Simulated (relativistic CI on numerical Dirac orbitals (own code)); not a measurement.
Calculated at this level of theory: Dirac-Coulomb-Breit CI, separate exchange-only KLI orbitals for each configuration, model QED (radiative potential, 1s self-energy scaled to tabulated hydrogen-like ionisation energies), unscaled Slater integrals (own radial code, finite nucleus).

CI space (outside the closed core [Ne]): 3s2.3p6.3d3, 3s2.3p5.3d4, 3s.3p6.3d4, 3s2.3p6.3d2.4s, 3s2.3p6.3d2.4p, 3s2.3p6.3d2.4d, 3s2.3p5.3d3.4s, 3s2.3p6.3d2.4f, 3s2.3p5.3d3.4p, 3s.3p6.3d3.4s, 3p6.3d4.4p, 3s2.3p6.3d.4s.4p, 3s.3p6.3d3.4p, 3s2.3p6.3d2.5s, 3s2.3p6.3d2.5p, 3s2.3p6.3d2.5d, 3s2.3p6.3d.4p.4d, 3s2.3p6.3d2.5f, 3s2.3p6.3d2.5g, 3s2.3p6.3d2.6s, 3s2.3p6.3d2.6p, 3p6.3d5, 3p5.3d6, 3p5.3d5.4s, 3p6.3d4.4s, 3p5.3d4.4s2, 3s2.3p6.3d.4s2, 3s2.3p6.4s2.4p, 3s2.3p6.4s2.4d, 3s2.3p6.3d.4p2, 3s2.3p6.4s.4p2, 3s2.3p6.4p3, 3s2.3p6.4p2.4d, 3s2.3p5.3d.4s.4p2, 3s2.3p6.3d.4s.4d, 3s2.3p6.4s.4p.4d, 3s2.3p6.4s.4d2, 3s2.3p5.3d.4s2.4d, 3s2.3p6.3d.4d2, 3s2.3p6.4p.4d2, 3s2.3p6.4d3, 3s2.3p5.3d.4s.4d2, 3s.3p6.3d2.4s2, 3s.3p6.3d.4s2.4p, 3s.3p6.3d.4s2.4d. Double excitations out of closed p, d and f shells are left out; levels of such configurations are missing from the list, as are those of other unlisted configurations, and high levels can miss mixing partners. These lack a partner that the ground configuration has and come out too high: 3s2.3p5.3d3.4p.

At this charge energies of transitions that change n are usually good to better than 1 %, and those within a shell (Δn = 0) to a few per cent. Terms inside the open d or f shell come out 10 to 20 % too wide with unscaled integrals.

Outline of the computed level scheme of Sb XXXI. Lowest level of each configuration: 3s2.3p6.3d3 4F_3/2 at 0.000 eV; 3s2.3p5.3d4 6D°_3/2 at 168.249 eV.

Some strong electric-dipole decays among the lowest 45 levels: 3s2.3p5.3d4 4H°_9/2 → 3s2.3p6.3d3 4F_7/2 (1.6e+10 s⁻¹); 3s2.3p5.3d4 4D°_7/2 → 3s2.3p6.3d3 4F_5/2 (7.7e+09 s⁻¹).

LS names give the leading component of a level, which can be under half, so a name can repeat, a term be missing and a line seem to break the LS rules.
